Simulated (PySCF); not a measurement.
## NMR problem set

[PySCF 2.14.0 with density-fitted response routines: GFN2-xTB geometry; shielding tensors at PBE0/pcSseg-1 (GIAO); no solvent; relativity neglected; single conformer; averaged over atoms made equivalent by symmetry, fast rotation or ring inversion]

References, each an isolated molecule treated in the same way: 1H, 13C vs TMS. Where no couplings were computed, multiplicities follow the n + 1 count of equivalent neighbours, and m marks all less simple cases (inequivalent or close neighbours, rings, F or P nearby). Shifts are as computed. Against solution values, carbons near 30 ppm lie about +3 ppm off and those near 130 ppm about +5 ppm; carbons on Cl a further +6 ppm (rms about the fit 2.1 ppm; single classes can miss by 10 ppm). Of 1328 compounds with measured shifts, 309 miss one by over three times the rms of a fit or turn the order of signals round; such compounds aren't used in these exercises. Signals without a measured value on file couldn't be tested in this way; 1H shifts scatter by 0.2 ppm about their fit, and single ones miss by 0.5 ppm. Carbons bonded to Cl come out too deshielded. OH and NH positions are gas-phase values without hydrogen bonding to other molecules.

**Question.** C$_{6}$H$_{5}$Cl. 1H NMR (300 MHz, computed): δ 2.38 (s, 3H), 1.70 (s, 2H). 13C{1H} NMR (computed): δ 127.5, 113.3, 101.3, 73.6, 22.9, 6.7. Identify the compound.

**Answer.** `CC#CC1=C(Cl)C1`. Rings plus π bonds: 4 (1 ring in the answer). 6 carbon signals for 6 carbons: no two carbons are equivalent. Carbon types of the structure: 4 × C, 1 × CH2, 1 × CH3, which accounts for all hydrogens. δC 127.5, 101.3: fully substituted alkene carbon; as expected for a trigonal carbon in a double bond. δC 113.3, 73.6: alkyne carbon. δC 22.9: three-membered-ring carbon; carbons of three-membered rings are unusually shielded. δC 6.7: propargylic methyl carbon; saturated and bonded to C and H only.

The shifts were computed for this structure.

**Question.** C$_{4}$H$_{8}$O$_{2}$. 1H NMR (400 MHz, computed): δ 4.91 (m, 2H), 4.79 (m, 2H), 3.80 (d, 2H), 2.94 (m, 1H), 1.08 (br s, 1H). 13C{1H} NMR (computed): δ 73.2 (CH2), 64.8 (CH2), 39.6 (CH). What is it?

**Answer.** SMILES C(O)C1COC1. Rings plus π bonds: 1 (1 ring in the answer). 3 carbon signals for 4 carbons: some carbons are equivalent by symmetry or fast rotation. Carbon types of the structure: 1 × CH, 3 × CH2, leaving 1 H on heteroatoms. δC 73.2, 64.8: sp3 CH2 bonded to O; deshielded by the electronegative neighbour. δC 39.6: sp3 CH in a ring; saturated and bonded to C and H only. δH 4.91, 4.79, 3.80: hydrogen on an sp3 CH2 bonded to O; its carbon carries O, an electronegative neighbour. δH 1.08: hydrogen on an alcohol oxygen; exchangeable; this is the value without hydrogen bonding to other molecules.

The shifts were computed for this structure.
